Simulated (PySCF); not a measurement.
CH5FSSi (SMILES CS[SiH2]F), singlet, at a GFN2-xTB geometry; DF-HF/3-21G in PySCF.

Input for PySCF:
```python
from pyscf import gto, scf

mol = gto.Mole()
mol.atom = '''
    Si    1.149020   -0.095356   -0.121109
    F     0.851711    0.653034   -1.515178
    S    -0.610440    0.042177    1.078717
    C    -1.869871   -0.457805   -0.143819
    H     1.410031   -1.463773   -0.524560
    H     2.184104    0.642519    0.558963
    H    -2.834525   -0.332994    0.335869
    H    -1.802274    0.181822   -1.017699
    H    -1.722744   -1.497905   -0.417009
'''
mol.basis = '3-21g'
mol.charge = 0
mol.spin = 0
mol.verbose = 4
mol.max_memory = 1800
mol.build()

mf = scf.RHF(mol)
mf = mf.density_fit(auxbasis='def2-universal-jkfit')
mf.kernel()
```

Output, abridged:

```
PySCF version 2.14.0

[INPUT] verbose = 4
[INPUT] num. atoms = 9
[INPUT] num. electrons = 50
[INPUT] charge = 0
[INPUT] spin (= nelec alpha-beta = 2S) = 0
[INPUT] symmetry False subgroup None
[INPUT] Mole.unit = angstrom
[INPUT] Symbol           X                Y                Z      unit          X                Y                Z       unit  Magmom
[INPUT]  1 Si     1.149020000000  -0.095356000000  -0.121109000000 AA    2.171333111648  -0.180196724334  -0.228862841220 Bohr   0.0
[INPUT]  2 F      0.851711000000   0.653034000000  -1.515178000000 AA    1.609500527279   1.234055410029  -2.863271449966 Bohr   0.0
[INPUT]  3 S     -0.610440000000   0.042177000000   1.078717000000 AA   -1.153564415479   0.079702978756   2.038479695912 Bohr   0.0
[INPUT]  4 C     -1.869871000000  -0.457805000000  -0.143819000000 AA   -3.533544078267  -0.865126068457  -0.271778521509 Bohr   0.0
[INPUT]  5 H      1.410031000000  -1.463773000000  -0.524560000000 AA    2.664572417147  -2.766130078533  -0.991274735902 Bohr   0.0
[INPUT]  6 H      2.184104000000   0.642519000000   0.558963000000 AA    4.127358387567   1.214184939829   1.056286983765 Bohr   0.0
[INPUT]  7 H     -2.834525000000  -0.332994000000   0.335869000000 AA   -5.356475943233  -0.629267461123   0.634700423732 Bohr   0.0
[INPUT]  8 H     -1.802274000000   0.181822000000  -1.017699000000 AA   -3.405804261424   0.343593783421  -1.923172387244 Bohr   0.0
[INPUT]  9 H     -1.722744000000  -1.497905000000  -0.417009000000 AA   -3.255514342738  -2.830630210617  -0.788032801479 Bohr   0.0

nuclear repulsion = 226.853325546489
number of shells = 34
number of NR pGTOs = 99
number of NR cGTOs = 54
basis = 3-21g
ecp = {}

******** <class 'pyscf.df.df_jk.DFRHF'> ********
method = DFRHF
initial guess = minao
damping factor = 0
level_shift factor = 0
DIIS = <class 'pyscf.scf.diis.CDIIS'>
diis_start_cycle = 1
diis_space = 8
diis_damp = 0
SCF conv_tol = 1e-09
SCF conv_tol_grad = None
SCF max_cycles = 50
direct_scf = False
Set gradient conv threshold to 3.16228e-05
Initial guess from minao.
******** <class 'pyscf.df.df.DF'> ********
auxbasis = def2-universal-jkfit
init E= -822.189724179373
  HOMO = -0.28978960409974  LUMO = 0.0670018516891466  gap/eV = 9.70879
cycle= 1 E= -822.415855213936  delta_E= -0.226  |g|= 0.514  |ddm|= 2.56
  HOMO = -0.362131241080929  LUMO = 0.117411306025803  gap/eV = 13.04902
cycle= 2 E= -822.470644934855  delta_E= -0.0548  |g|= 0.274  |ddm|= 0.84
  HOMO = -0.370418823309263  LUMO = 0.131616328511124  gap/eV = 13.66107
cycle= 3 E= -822.481846121053  delta_E= -0.0112  |g|= 0.0312  |ddm|= 0.202
  HOMO = -0.371311928273755  LUMO = 0.138920321099382  gap/eV = 13.88413
cycle= 4 E= -822.482264361445  delta_E= -0.000418  |g|= 0.00811  |ddm|= 0.0658
  HOMO = -0.370281976279681  LUMO = 0.138060388046448  gap/eV = 13.83270
cycle= 5 E= -822.482294772872  delta_E= -3.04e-05  |g|= 0.0026  |ddm|= 0.0165
  HOMO = -0.370947722257539  LUMO = 0.137781069673837  gap/eV = 13.84322
cycle= 6 E= -822.482298722851  delta_E= -3.95e-06  |g|= 0.000698  |ddm|= 0.00624
  HOMO = -0.370975396497156  LUMO = 0.137845901769598  gap/eV = 13.84573
cycle= 7 E= -822.482299098956  delta_E= -3.76e-07  |g|= 0.000167  |ddm|= 0.00223
  HOMO = -0.370956870868163  LUMO = 0.137849728407426  gap/eV = 13.84533
cycle= 8 E= -822.482299118543  delta_E= -1.96e-08  |g|= 4.32e-05  |ddm|= 0.000497
  HOMO = -0.370973122145672  LUMO = 0.137845439777132  gap/eV = 13.84566
cycle= 9 E= -822.482299119563  delta_E= -1.02e-09  |g|= 8.82e-06  |ddm|= 0.00011
  HOMO = -0.370971857121067  LUMO = 0.1378455295779  gap/eV = 13.84563
cycle= 10 E= -822.482299119638  delta_E= -7.5e-11  |g|= 2.57e-06  |ddm|= 3.3e-05
  HOMO = -0.370972105677126  LUMO = 0.137845335124954  gap/eV = 13.84563
Extra cycle  E= -822.482299119639  delta_E= -1.36e-12  |g|= 1.2e-06  |ddm|= 8.3e-06
converged SCF energy = -822.482299119639
```
